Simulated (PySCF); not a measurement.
Compound: C6H11FO2Si.
Atom-mapped SMILES: `[CH3:1][C:2](=[O:3])[O:4][Si@@H:5]([F:6])[CH:7]1[CH2:8][CH2:9][CH2:10]1` (hydrogens: H11, H12, H13 on C1; H14 on Si5; H15 on C7; H16, H17 on C8; H18, H19 on C9; H20, H21 on C10)

Method used: PySCF, PBE0-D3(BJ)/def2-SVP geometry optimisation, gas phase.

Question: What internal coordinates does the optimisation give?

Answer: 
```tsv
bond	length (Å)	order
C1–C2	1.496	single
C2=O3	1.209	double
C2–O4	1.335	single
O4–Si5	1.716	single
Si5–F6	1.625	single
Si5–C7	1.851	single
C7–C8	1.553	single
C8–C9	1.539	single
C9–C10	1.539	single
C7–C10	1.554	single
C1–H11, C1–H12, C1–H13	1.098	single
Si5–H14	1.481	single
C7–H15	1.101	single
C8–H16	1.101	single
C8–H17	1.100	single
C9–H18	1.101	single
C9–H19	1.101	single
C10–H20	1.102	single
C10–H21	1.100	single
```

Bonds in one row agree within 0.01 Å and their mean is given. Orders are formal, as drawn. A selection of angles:
```tsv
angle	degrees
C1–C2–O3	125.4
C1–C2–O4	113.5
O3–C2–O4	121.1
C2–O4–Si5	115.0
O4–Si5–F6	101.1
O4–Si5–C7	111.3
F6–Si5–C7	107.0
Si5–C7–C8	118.8
Si5–C7–C10	116.6
C8–C7–C10	87.9
C7–C8–C9	88.6
C8–C9–C10	88.9
C7–C10–C9	88.6
```

Torsions: C1–C2–O4–Si5 180° (antiperiplanar); C2–O4–Si5–F6 179° (antiperiplanar); O4–Si5–C7–C8 -150°; Si5–C7–C8–C9 138° (anticlinal); C7–C8–C9–C10 -18° (synperiplanar); C8–C9–C10–C7 18° (synperiplanar); Si5–C7–C10–C9 -140° (anticlinal).

The 4-membered ring C7–C8–C9–C10 has internal angles of 87.9° to 88.9° (sum 354°, against 360° for a flat polygon); it is puckered, 0.12 Å rms from its mean plane, widest ring torsion 18°. Si5 (fluorine-bound silicon) is distorted tetrahedral (angles from 101.1° to 118.8°). The C–O distances run from 1.209 Å (C2=O3, drawn double) to 1.335 Å (C2–O4, drawn single), a spread of 0.126 Å. The C–C distances run from 1.496 Å (C1–C2, drawn single) to 1.554 Å (C7–C10, drawn single), a spread of 0.058 Å. Of the pairs four or more bonds apart, O3···C7 is among the closest relative to their van der Waals radii: 3.18 Å, 99 % of the sum of Bondi's values.

Point group: C1 (no symmetry element, even within 0.4 Å). PBE0-D3(BJ)/def2-SVP frequencies: not computed here. One conformer, not necessarily the lowest.
